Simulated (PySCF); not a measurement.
**Orbital picture of BiC**

PBE at R = 2.004 Å; basis Bi def2-SVPD with ECP60, C def2-SVPD; scalar-relativistic core potentials; PySCF 2.14. State: ²Σ⁺ (doublet), unpaired electrons σ ↑. Only the outer orbitals are listed, counted within each symmetry, core potentials removing the inner ones.

```csv
spin,orbital,occ.,ε (eV),on Bi (%),main shells (%)
α,5σ,1,-16.50,62,"58 Bi s, 35 C s"
α,6σ,1,-11.95,45,"53 C s, 35 Bi s, 9 Bi p"
α,7σ,1,-6.87,37,"56 C p, 32 Bi p"
α,3π,1,-6.02,43,"57 C p, 42 Bi p"
α,3π,1,-6.02,43,"57 C p, 42 Bi p"
α,4π,0,-3.08,62,"55 Bi p, 37 C p"
α,4π,0,-3.08,62,"55 Bi p, 37 C p"
α,8σ,0,-0.24,72,"39 Bi s, 21 Bi d, 16 C s"
β,5σ,1,-16.12,71,"68 Bi s, 25 C s"
β,6σ,1,-10.92,43,"57 C s, 27 Bi s, 15 Bi p"
β,3π,1,-5.67,65,"64 Bi p, 34 C p"
β,3π,1,-5.67,65,"64 Bi p, 34 C p"
β,7σ,0,-5.00,38,"42 C p, 36 Bi p, 20 C s"
β,4π,0,-2.60,44,"56 C p, 34 Bi p, 9 Bi d"
β,4π,0,-2.60,44,"56 C p, 34 Bi p, 9 Bi d"
```

Task: Which are the highest filled and the lowest empty level, where do they sit, and how wide is the gap?

Result: Highest filled β 3π at -5.67 eV (in %: 64 Bi p, 34 C p); lowest empty β 7σ at -5.00 eV (in %: 42 C p, 36 Bi p, 20 C s); the gap at PBE is 0.67 eV.

The bond order (Mayer) is 2.65, the ⟨S²⟩ is 0.845 and the charge on Bi (Mulliken, basis-dependent) is 0.29. The charge on Bi (Löwdin, basis-dependent) is 0.49. The dipole moment (positive dipole means Bi(−)C(+)) is -2.71 D, the polarisability along the bond is 74.8 bohr³ and the polarisability across the bond is 57.1 bohr³.

Spin–orbit coupling is left out, which matters for elements this heavy, above all for dissociation energies. The state was picked by a PBE0 search and need not be the measured ground state.
